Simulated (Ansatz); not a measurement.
Spectroscopic constants of S₂+, multiplicity 2 (the spin of the measured ground state). The T1 diagnostic near the minimum is 0.079, so single-reference values are doubtful.

Constants: fifth-degree fit in 1/R to seven points, most abundant isotopes. Runs in def2 and cc sets follow the lowest solution found near the PBE0 minimum.

The values were computed with Ansatz (Gaussian basis) for Hartree–Fock, density functionals and correlated methods. 

Energies at r2SCAN/def2-TZVPP:

| R (Å) | E (hartree) |
|---|---|
| 1.683386 | -795.97288094 |
| 1.728638 | -795.98366177 |
| 1.770270 | -795.98916594 |
| 1.817332 | -795.99129063 |
| 1.864395 | -795.98995259 |
| 1.918698 | -795.98508571 |
| 1.982051 | -795.97607729 |

### Question
With a reduced mass of 15.9860 u, find the minimum, the force constant and the constants.

### Answer
A fifth-degree polynomial in 1/R puts the minimum at r_e = 1.8208 Å with force constant 667 N/m. Then ω_e = (1/2πc)√(k/μ) = 841 cm⁻¹ and B_e = h/(8π²cμr_e²) = 0.3181 cm⁻¹; the cubic and quartic terms give α_e = 0.0015 and ω_e x_e = 2.9 cm⁻¹.

Ansatz is a quantum-chemistry and plane-wave program.
